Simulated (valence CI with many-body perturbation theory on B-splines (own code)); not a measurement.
# Cr XVIII in brief

Method: valence CI with perturbative core correlation (CI+MBPT): five valence electrons over a frozen Dirac-Fock core [He], a basis of 9 s, 9 p, 8 d, 6 f, 3 g, 1 h functions for each j, with the one-electron correlation potential Σ1 (screened to all orders), the two-electron term Σ2, the three-electron term Σ3, Breit, model QED; selected single and double excitations, second order for the rest, scaled by the run's own slope (own B-spline code, finite nucleus).

No measured spectrum was set against this ion. As an estimate, levels of excited configurations hold to 0.05 to 0.15 % of their energy, terms of the ground configuration to about 0.5 %. Among the levels kept, up to 3800 cm⁻¹ of a level comes from second order outside the variational space, and about a tenth of that is noise between levels of different J, which matters for small intervals.

Rates and lifetimes use the calculated energies. Strong lines usually hold to 10 to 20 %, long lifetimes can be off by a factor of two.

(1) What is the ground level?

(2) Among levels below 58.655 Ry, which E1 lines absorb most strongly from the ground level?

(3) Name the longest-lived excited levels whose lifetime is computed, and their main decay.

(4) What is the ionisation energy?

(5) Where does the other parity begin?

(6) How well does LS coupling describe the low levels?

(7) What are the static dipole polarisabilities of the lowest levels?

Results:

(1) 2s²2p³ ⁴S°_3/2, composition 93 % 2s²2p³ ⁴S° + 6 % 2s²2p³ ²P°, g = 1.948.

(2) to 2s²2p²3d ²F_5/2 at 1.559 nm, f = 0.161; to 2s²2p²3d ²F_5/2 at 1.564 nm, f = 0.123; to 2s²2p²3d ⁴F_5/2 at 1.575 nm, f = 0.0648.

(3) 2s²2p³ ²D°_5/2 at 1.377 Ry lives 2.23 ms, mostly by M1 to 2s²2p³ ⁴S°_3/2; 2s²2p³ ²D°_3/2 at 1.152 Ry lives 173 μs, mostly by M1 to 2s²2p³ ⁴S°_3/2; 2s²2p³ ²P°_1/2 at 2.066 Ry lives 63.8 μs, mostly by M1 to 2s²2p³ ⁴S°_3/2.

(4) 1294 eV; NIST lists 1294.8 ± 1.6 eV (semi-empirical).

(5) At 2s2p⁴ ⁴P_5/2, 6.083 Ry.

(6) Among the lowest 20 levels the leading LS term, summed over configurations, holds 91 % on average. For single configurations the figures are 90 % in LS and 75 % in jj coupling. Terms mix most in the J = 3/2 level at 54.803 Ry, where the leading one holds 74 %.

(7) 2s²2p³ ⁴S°_3/2 0.0150 (tensor 5.6e-05); 2s²2p³ ²D°_3/2 0.0129 (tensor 0.0027); 2s²2p³ ²D°_5/2 0.0132 (tensor 0.00094); 2s²2p³ ²P°_1/2 0.0116 bohr³, of which the core gives 2.79e-05.
